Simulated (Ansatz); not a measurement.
Basis-set extrapolation for `F[CH]1[CH2][Al]1[SiH3]` (PBE0-D4/def2-TZVP geometry, frozen core, Ansatz 0.2.0). Multiplicity 1, RHF reference.

```csv
,def2-TZVPP,def2-QZVPP
HF,-709.519203,-709.543000
MP2 correlation,-0.783700,-0.843863
CCSD(T) correlation,-0.864399,not run
```

Energies in hartree. Use E(X) = E(∞) + A·exp(−7.88·√X) for Hartree–Fock and E(X) = E(∞) + B·X^(−2.97) for correlation, with X = 3 and 4, and add CCSD(T) minus MP2 of the smaller set to the MP2 limit.

Question: What is the CCSD(T) energy at the basis-set limit?

Answer: HF limit: -709.543000 + (-0.023797) × 0.13774 = -709.54628. MP2 limit: -0.843863 + (-0.060163) × 0.74074 = -0.88843. Higher-order term: -0.864399 − (-0.783700) = -0.08070. Total: -710.51541 hartree, 3.59 eV below CCSD(T)/def2-TZVPP.
